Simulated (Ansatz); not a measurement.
CH6BFSn can be A, `[BH2][SnH2][CH2]F`, or B, `FC[BH][SnH3]`.

Isolated molecules relaxed with PBE0-D4/def2-TZVP in Ansatz; ΔE leaves out vibrations. CCSD(T)/CBS is the MP2 limit (def2-TZVPP, def2-QZVPP) plus CCSD(T) − MP2 in def2-TZVPP, frozen cores. Functionals use def2-TZVPP. B3LYP here is the variant with VWN-RPA as its local correlation; programs differ in this. def2 core potentials past Kr. For Sn outer-core shells are correlated without core-valence functions, which leaves a few kJ/mol of doubt a bond. Each species was taken in one conformer, which may not be the lowest.

(1) Which isomer does CCSD(T)/CBS put lower? Give the gap. (An estimate is asked.)

(2) Give E(B) − E(A) in kJ/mol with B2PLYP, B3LYP-D4, PBE-D4, PBE0-D4, HF/def2-TZVPP, CCSD(T)/def2-TZVPP, ωB97M-V. (An estimate is asked.)

Largest T1 diagnostic: 0.013.

Answers

(1) Computed: B, by 45.6 kJ/mol.

(2) Ansatz gave: B2PLYP -49.2, B3LYP-D4 -51.6, PBE-D4 -55.4, PBE0-D4 -56.0, HF/def2-TZVPP -49.0, CCSD(T)/def2-TZVPP -47.5, ωB97M-V -53.9. None reverses the order clearly.
